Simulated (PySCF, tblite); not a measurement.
Species: C6H4OS.
Numbering: `[cH:1]1[cH:2][c:3]2[s:4][cH:5][cH:6][c:7]2[o:8]1` (hydrogens: H9 on C1; H10 on C2; H11 on C5; H12 on C6)

Computed geometry: GFN2-xTB, gas phase.

Q: What internal coordinates does the optimisation give?

A: 
```csv
bond,length (Å),order
C1–C2,1.363,aromatic
C2–C3,1.414,aromatic
C3–S4,1.722,aromatic
S4–C5,1.737,aromatic
C5–C6,1.358,aromatic
C6–C7,1.411,aromatic
C7–O8,1.345,aromatic
C1–O8,1.354,aromatic
C3–C7,1.392,aromatic
C1–H9,1.072,single
C2–H10,1.070,single
C5–H11,1.072,single
C6–H12,1.073,single
```

Orders are formal, as drawn. A selection of angles:
```csv
angle,degrees
C2–C1–O8,112.5
C1–C2–C3,104.7
C2–C3–S4,142.3
C2–C3–C7,106.5
S4–C3–C7,111.1
C3–S4–C5,90.1
S4–C5–C6,114.4
C5–C6–C7,110.2
C6–C7–O8,135.7
C3–C7–C6,114.2
C3–C7–O8,110.2
C1–O8–C7,106.0
```

The C–C distances run from 1.358 Å (C5–C6, aromatic) to 1.414 Å (C2–C3, aromatic), a spread of 0.056 Å. The 5-membered ring C1–C2–C3–C7–O8 has internal angles of 104.7° to 112.5° (sum 540°, against 540° for a flat polygon); it is planar, 0.00 Å rms from its mean plane, widest ring torsion 0°. The 8 heavy atoms lie in one plane (0.000 Å rms). The 5-membered ring C3–S4–C5–C6–C7 has internal angles of 90.1° to 114.4° (sum 540°, against 540° for a flat polygon); it is planar, 0.00 Å rms from its mean plane, widest ring torsion 0°.

Point group: Cs (every atom within 0.08 Å of its image). Its GFN2-xTB frequencies are all real (lowest 226 cm⁻¹).
